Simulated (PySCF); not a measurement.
Cartesian coordinates in Å; atom numbers follow the order of the lines, from 1:
```xyz
12

Si   -0.135    0.124    1.049
O    -0.767    1.599    1.422
O    -0.139   -0.750    2.447
O     1.352    0.432    0.400
S    -1.176   -1.005   -0.427
Si    0.022   -0.489   -2.149
H    -1.505    1.604    2.039
H    -0.035   -1.702    2.349
H     1.731    1.285    0.636
H    -0.743   -1.049   -3.301
H     0.141    0.988   -2.309
H     1.369   -1.121   -2.106
```

Geometry: PBE0-D3(BJ)/def2-SVP; GIAO absolute shieldings from PySCF 2.14.0 with density-fitted response routines, gas phase, non-relativistic, averaged over equivalent atoms.

At KT2/pcSseg-1 (153 basis functions, 16 s wall time on 1 thread of an Arm Neoverse V2, shared host):
```json
{"atoms": "Si1", "σ (ppm)": "393.0"}
{"atoms": "Si6", "σ (ppm)": "415.6"}
{"atoms": "O2/O3/O4", "σ (ppm)": "250.2"}
{"atoms": "S5", "σ (ppm)": "772.6"}
{"atoms": "H10/H11/H12", "σ (ppm)": "26.53"}
{"atoms": "H7/H8/H9", "σ (ppm)": "29.05"}
```

Question: What do these become at PBE0/pcSseg-1?

Answer: 
| atoms | σ at PBE0/pcSseg-1 | change |
| --- | --- | --- |
| Si1 | 386.1 | -6.9 |
| Si6 | 403.7 | -11.9 |
| O2/O3/O4 | 260.0 | +9.8 |
| S5 | 784.2 | +11.6 |
| H10/H11/H12 | 26.68 | +0.15 |
| H7/H8/H9 | 29.07 | +0.02 |

The largest change is at Si6 (silicon bonded to S, 3 H). Cost: 153 basis functions, 18 s wall time on 1 thread of an Arm Neoverse V2, shared host.

The averaged O atoms aren't alike in the static structure (σ from 232 to 262 ppm); the average presumes fast exchange among these sites.
